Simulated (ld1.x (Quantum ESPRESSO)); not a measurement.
Results of a calculation; reference values are marked as such.
## Potentials for Cl compared

Generated with ld1.x 7.5 (TM, RRKJ, ultrasoft, PAW), atompaw 4.2 or ONCVPSP 4.0.1. The cutoff is in Ry: for ld1.x and atompaw files where the sum of valence levels is converged to 10 mRy in a Bessel basis, for ONCV files where the hardest occupied wave has 1 mHa per electron of residual kinetic energy. The error is the largest all-electron minus pseudo excitation energy over each file’s own four to seven test configurations (ionisations up to +4, promotions, holes and added fractions of an electron), all of which were solved. The labels leave out finer settings (local radius, basis sizes, second energies), which also bear on the numbers. Spin-polarised tests are not counted. The rows are a selection from randomly drawn settings: files with unsolved tests, undetermined cutoffs or missed reference levels are left out.

A true bound ghost makes a file unfit for plane-wave use even where its test errors are small: the radial tests pick states by their node count and pass the ghost by.

| potential | cutoff (Ry) | largest error (meV) | bound ghosts |
| --- | --- | --- | --- |
| ultrasoft, PBEsol, non-relativistic, rc 1.10/1.60 (sp), local smoothed, core correction yes, reference 3s2 3p5 | 25 | +97 | s |
| TM, LDA (PZ), non-relativistic, rc 1.20/1.50 (sp), local smoothed, core correction yes, reference 3s2 3p5 | 45 | +345 | none |

(1) Fill in the row for Cl: TM semilocal, revPBE, scalar-relativistic, rc 1.35/1.05/1.45 (spd), local s, core correction yes, reference 3s2 3p5.

(2) Fill in the row for Cl: RRKJ, LDA (PZ), scalar-relativistic, rc 1.05/1.20 (sp), local p, core correction no, reference 3s2 3p3.

(3) Fill in the row for Cl: TM, Wu–Cohen, scalar-relativistic, rc 1.05/1.30/1.35 (spd), local d, core correction yes, reference 3s2 3p5.

## Answers

(1) cutoff 100 Ry, largest error +179 meV, bound ghosts: none.

(2) cutoff 70 Ry, largest error +160 meV, bound ghosts: none.

(3) cutoff 70 Ry, largest error +143 meV, bound ghosts: none.
